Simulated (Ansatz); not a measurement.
A made-up structure of LiMgBH₂O, closed shell:

```
6
angstrom
Li -1.4433 -0.9944 -0.9595
B 0.6154 -0.1548 0.3041
O 1.9264 -0.2417 0.9960
Mg -1.0150 1.9293 -0.1979
H 2.3513 -1.2329 1.0456
H -2.4347 0.6945 -1.1883
```

It is relaxed with PBE-D4/def2-SVP and then PBE0-D4/def2-TZVP (Ansatz 0.2.0). Atoms count as bonded within 1.22 times the sum of their covalent radii (H–H: 0.88 Å). The end point is not checked to be a true minimum.

Q: Does its bonding change? (A judgement: the text doesn't fix the answer.)

A: Computed: Yes. Formed: Li1–H6, Mg4–H6; broken: none.

Where it ends: The first stage lowers the energy by 0.91 eV in 6 steps. It ends as LiMgBH₂O ([OH][B]1[Li]2[H][Mg]21):
```
atom    x (Å)    y (Å)    z (Å)
 Li1  -1.2886  -0.8876  -0.8565
  B2   0.5494  -0.1383   0.2715
  O3   1.7200  -0.2159   0.8893
 Mg4  -0.9062   1.7226  -0.1767
  H5   2.0993  -1.1009   0.9335
  H6  -2.1739   0.6201  -1.0611
```

Labels in which every atom is bracketed show which atoms are joined, not bond orders.

For scale, one of the runs: PBE0-D4/def2-TZVP relaxation, 120 basis functions, launched by `ansatz run in.yaml --threads 2 --pin off --events-out ev --progress --plain --max-ram 4352MiB`. The run took about 17 s on 2 CPU threads of an Arm Neoverse V2 (shared host).
